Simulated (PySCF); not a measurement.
The group X on formyl-X is varied. Isolated molecules, 0 K electronic values unless said otherwise. One relaxed conformer stands for each flexible species; it need not be the lowest. Strings in code marks are SMILES.

Quantity: vertical ionisation energy (energy after one electron is removed minus that of the parent at the parent's geometry), in eV.

A: `O=[CH][GeH3]`
B: `O=CO[SiH3]` (O–C–O–Si torsion 0°)
C: `NC=O`

Task: Put the candidates in order of vertical ionisation energy (energy after one electron is removed minus that of the parent at the parent's geometry), lowest first, for M06-2X/def2-TZVP // B3LYP-D3(BJ)/def2-TZVP (PySCF).

Result: A (9.52 eV), C (10.40 eV), B (11.32 eV)
